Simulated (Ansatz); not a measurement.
Geometry optimisation of C6H18N3OTa, SMILES `C[N](C)[Ta](=[O])([N](C)C)[N](C)C`.

```yaml
crystal:
  periodic: [false, false, false]
  atoms:
    - {symbol: C, position_ang: [-2.365773, -1.828267, -1.268856]}
    - {symbol: N, position_ang: [-1.475583, -1.172226, -0.325024]}
    - {symbol: C, position_ang: [-1.685660, -1.608332, 1.042609]}
    - {symbol: Ta, position_ang: [-0.133997, 0.262334, -0.786512]}
    - {symbol: O, position_ang: [-0.423012, 0.808153, -2.423879]}
    - {symbol: N, position_ang: [-0.344377, 1.821752, 0.476853]}
    - {symbol: C, position_ang: [-0.904781, 3.116357, 0.125912]}
    - {symbol: C, position_ang: [0.110822, 1.760156, 1.852712]}
    - {symbol: N, position_ang: [1.735538, -0.484089, -0.648581]}
    - {symbol: C, position_ang: [2.764919, -0.366119, -1.668496]}
    - {symbol: C, position_ang: [2.163481, -1.270741, 0.492845]}
    - {symbol: H, position_ang: [-3.438803, -1.646430, -1.016337]}
    - {symbol: H, position_ang: [-2.214781, -2.934951, -1.273053]}
    - {symbol: H, position_ang: [-2.189181, -1.455304, -2.296079]}
    - {symbol: H, position_ang: [-1.018336, -1.069776, 1.749274]}
    - {symbol: H, position_ang: [-2.733116, -1.420156, 1.383069]}
    - {symbol: H, position_ang: [-1.489398, -2.700947, 1.169279]}
    - {symbol: H, position_ang: [-0.164013, 3.938724, 0.276073]}
    - {symbol: H, position_ang: [-1.220399, 3.130714, -0.934873]}
    - {symbol: H, position_ang: [-1.795372, 3.360855, 0.753959]}
    - {symbol: H, position_ang: [0.568143, 0.775027, 2.087240]}
    - {symbol: H, position_ang: [-0.723380, 1.919359, 2.578729]}
    - {symbol: H, position_ang: [0.886988, 2.533963, 2.068763]}
    - {symbol: H, position_ang: [3.678789, 0.138559, -1.271325]}
    - {symbol: H, position_ang: [3.083987, -1.367335, -2.047948]}
    - {symbol: H, position_ang: [2.395638, 0.223421, -2.529624]}
    - {symbol: H, position_ang: [1.351138, -1.374690, 1.243798]}
    - {symbol: H, position_ang: [3.039138, -0.812053, 1.013560]}
    - {symbol: H, position_ang: [2.461781, -2.305859, 0.196212]}
basis:
  gaussian: {orbitals: def2-TZVP}
hamiltonian: {xc: pbe0, dispersion: d4}
relax: {f_tol: 0.005, max_steps: 150}
```

```sh
$ ansatz run in.yaml --threads 10 --pin off --events-out ev --progress --plain --max-ram 110592MiB --backend cuda --devices 0, --max-vram 75GiB
```

It prints (some lines left out):

```
Functional definition: PBE0
mean field -14577.67505852 eV, -535.7196772974 hartree, gradient 2.3e-5 eV, S^2 0.000000; 0 other end points of the search recorded, 0 dependent functions left out
relax step   1: F+E_penalty+E_count = -14578.31176456 eV  Δ(F+E_penalty+E_count) = +0.000e0 eV  max|allowed force component| = 1.058e0 eV/Å  Δτ_max = 0.0000 Å  (35 SCF iters, accepted)
mean field -14577.78495617 eV, -535.7237159617 hartree, gradient 1.1e-5 eV, S^2 0.000000; 0 other end points of the search recorded, 0 dependent functions left out
relax step   2: F+E_penalty+E_count = -14578.43148388 eV  Δ(F+E_penalty+E_count) = -1.197e-1 eV  max|allowed force component| = 2.250e-1 eV/Å  Δτ_max = 0.0417 Å  (35 SCF iters, accepted)
mean field -14577.79610781 eV, -535.7241257769 hartree, gradient 1.5e-5 eV, S^2 0.000000; 0 other end points of the search recorded, 0 dependent functions left out
relax step   3: F+E_penalty+E_count = -14578.44105987 eV  Δ(F+E_penalty+E_count) = -9.576e-3 eV  max|allowed force component| = 2.563e-2 eV/Å  Δτ_max = 0.0133 Å  (35 SCF iters, accepted)
mean field -14577.79602865 eV, -535.7241228677 hartree, gradient 2.0e-5 eV, S^2 0.000000; 0 other end points of the search recorded, 0 dependent functions left out
relax step   4: F+E_penalty+E_count = -14578.44113438 eV  Δ(F+E_penalty+E_count) = -7.451e-5 eV  max|allowed force component| = 1.505e-2 eV/Å  Δτ_max = 0.0058 Å  (36 SCF iters, accepted)
mean field -14577.79600805 eV, -535.7241221109 hartree, gradient 2.2e-5 eV, S^2 0.000000; 0 other end points of the search recorded, 0 dependent functions left out
relax step   5: F+E_penalty+E_count = -14578.44115649 eV  Δ(F+E_penalty+E_count) = -2.211e-5 eV  max|allowed force component| = 6.056e-3 eV/Å  Δτ_max = 0.0050 Å  (36 SCF iters, accepted)
mean field -14577.79594436 eV, -535.7241197701 hartree, gradient 2.3e-5 eV, S^2 0.000000; 0 other end points of the search recorded, 0 dependent functions left out
relax step   6: F+E_penalty+E_count = -14578.44116866 eV  Δ(F+E_penalty+E_count) = -1.217e-5 eV  max|allowed force component| = 2.978e-3 eV/Å  Δτ_max = 0.0045 Å  (37 SCF iters, accepted)
mean field -14577.79594436 eV, -535.7241197701 hartree, gradient 2.3e-5 eV, S^2 0.000000; 1 other end points of the search recorded, 0 dependent functions left out
Total energy: -14578.44122188 eV, -535.7478332816 hartree
Atom 0 at    -2.351519    -1.818985    -1.254535 Å, force    -0.001824    -0.000123     0.000237 eV/Å
Atom 1 at    -1.465188    -1.162089    -0.322059 Å, force    -0.000258    -0.000186    -0.000937 eV/Å
Atom 2 at    -1.677436    -1.601758     1.034530 Å, force    -0.001220    -0.000864     0.001227 eV/Å
Atom 3 at    -0.136159     0.257719    -0.777674 Å, force     0.000131    -0.000623    -0.000413 eV/Å
Atom 4 at    -0.417554     0.795206    -2.396957 Å, force     0.000048     0.000068     0.000470 eV/Å
Atom 5 at    -0.343144     1.804630     0.469045 Å, force    -0.000017     0.000654    -0.000789 eV/Å
Atom 6 at    -0.889395     3.097083     0.125746 Å, force    -0.000185     0.000714     0.001553 eV/Å
Atom 7 at     0.108508     1.749274     1.837123 Å, force     0.000697     0.000055     0.000546 eV/Å
Atom 8 at     1.716043    -0.478638    -0.646138 Å, force    -0.002978     0.001414    -0.000089 eV/Å
Atom 9 at     2.745421    -0.359048    -1.652428 Å, force     0.001469    -0.001372     0.000599 eV/Å
Atom 10 at     2.146897    -1.262054     0.484942 Å, force     0.000645    -0.000535     0.000058 eV/Å
Atom 11 at    -3.404955    -1.645177    -0.991664 Å, force     0.000886    -0.000512    -0.000199 eV/Å
Atom 12 at    -2.189732    -2.906418    -1.258449 Å, force     0.000065     0.000062     0.000695 eV/Å
Atom 13 at    -2.188459    -1.446444    -2.266115 Å, force     0.000376     0.000292     0.000011 eV/Å
Atom 14 at    -1.026697    -1.068952     1.735611 Å, force     0.000026    -0.000006    -0.000893 eV/Å
Atom 15 at    -2.712373    -1.420890     1.358591 Å, force     0.000436    -0.000141    -0.000287 eV/Å
Atom 16 at    -1.477055    -2.676783     1.149519 Å, force     0.000217     0.000119    -0.000042 eV/Å
Atom 17 at    -0.149773     3.895668     0.281225 Å, force     0.000517    -0.000298     0.000319 eV/Å
Atom 18 at    -1.196502     3.118248    -0.920150 Å, force     0.000043    -0.000365    -0.000652 eV/Å
Atom 19 at    -1.765085     3.336043     0.746086 Å, force     0.000390     0.000200    -0.000753 eV/Å
Atom 20 at     0.555129     0.777897     2.073241 Å, force    -0.000233     0.000120    -0.000306 eV/Å
Atom 21 at    -0.716754     1.914384     2.544757 Å, force    -0.000158     0.000379    -0.000241 eV/Å
Atom 22 at     0.875296     2.511050     2.038424 Å, force    -0.000288    -0.000247     0.000233 eV/Å
Atom 23 at     3.635683     0.146954    -1.252359 Å, force     0.000109     0.001007     0.000016 eV/Å
Atom 24 at     3.064856    -1.347079    -2.014009 Å, force    -0.000408     0.000101    -0.000519 eV/Å
Atom 25 at     2.382455     0.213616    -2.506258 Å, force     0.000223    -0.000198     0.000528 eV/Å
Atom 26 at     1.345240    -1.377383     1.221770 Å, force     0.001557     0.000018    -0.000336 eV/Å
Atom 27 at     3.002828    -0.799667     0.997374 Å, force    -0.000044     0.000719     0.000664 eV/Å
Atom 28 at     2.449825    -2.274308     0.181112 Å, force    -0.000223    -0.000454    -0.000700 eV/Å
Dipole moment:     0.124769    -0.238948     0.718789 e Å
```

Run time 12 s (10 threads of an AMD EPYC 7R13 on a shared host and a whole NVIDIA H100 80 GB); peak host memory 1.2 GiB.
